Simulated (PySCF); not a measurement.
Unrelated species, one level of theory. Level of theory: TDDFT CAM-B3LYP/def2-SVPD, vertical, gas phase, core orbitals frozen in the response in PySCF 2.14.0, density-fitted response routines. Geometries: PBE0-D3(BJ)/def2-SVP; one conformer of each isolated species. Triplets are in the Tamm–Dancoff approximation. Ions are computed without counter-ions or solvent.

**Question.** Rank by computed HOMO–LUMO gap, lowest first.
A. `[CH3][Al]([CH3])[NH]C(C)(C)C`
B. `CC[N](CC)[Al]([CH3])[CH3]`
C. `C=CC[P@@+](C)(P)CC`
D. `[AlH2-]1[O]C=C(C(Cl)(Cl)Cl)C=[O+]1`
E. `C=C[Si](C=C)(NC)NC`

**Answer.** D (7.16 eV), B (7.98 eV), A (8.46 eV), E (8.69 eV), C (9.34 eV).

```tsv
SMILES	gap (eV)	f (S1)	S1 (eV)	LUMO (eV)	first f ≥ 0.01 (nm)	S1 mainly
ClC(Cl)(Cl)C1=C[O][AlH2-][O+]=C1	7.16	0.045	4.24	-1.80	292	H→L (98%)
CC[N](CC)[Al]([CH3])[CH3]	7.98	0.021	5.45	0.49	227	H→L (91%)
[CH3][Al]([CH3])[NH]C(C)(C)C	8.46	0.046	5.78	0.47	214	H→L (87%)
C=C[Si](C=C)(NC)NC	8.69	0.006	5.66	0.86	210	H→L (85%)
C=CC[P@@+](C)(P)CC	9.34	0.195	6.76	-3.46	183	H-1→L (53%)
```

H and L stand for HOMO and LUMO.

- `ClC(Cl)(Cl)C1=C[O][AlH2-][O+]=C1`: Löwdin shares by element: HOMO hydrogen 28% or more, carbon 18% or more, aluminium 17% (atoms not listed hold the other 38%); LUMO carbon 50% or more, oxygen 30% (atoms not listed hold the other 20%).
- `CC[N](CC)[Al]([CH3])[CH3]`: Löwdin shares by element: HOMO nitrogen 55%, carbon 16% or more, aluminium 7% (atoms not listed hold the other 21%); LUMO aluminium 57%, carbon 10% or more (atoms not listed hold the other 33%).
- `[CH3][Al]([CH3])[NH]C(C)(C)C`: Löwdin shares by element: HOMO nitrogen 59%, carbon 16% or more, aluminium 9% (atoms not listed hold the other 17%); LUMO aluminium 57%, carbon 5% or more (atoms not listed hold the other 38%).
- `C=C[Si](C=C)(NC)NC`: Löwdin shares by element: HOMO nitrogen 55%, silicon 7%, carbon 6% or more (atoms not listed hold the other 32%); LUMO carbon 66% or more (atoms not listed hold the other 34%).
- `C=CC[P@@+](C)(P)CC`: Löwdin shares by element: HOMO carbon 80% or more, phosphorus 4% or more (atoms not listed hold the other 16%); LUMO phosphorus 63%, hydrogen 7% or more, carbon 6% or more (atoms not listed hold the other 24%).

Without π bonds the low states are Rydberg-like; a valence basis with one diffuse set may place them up to an eV too high.
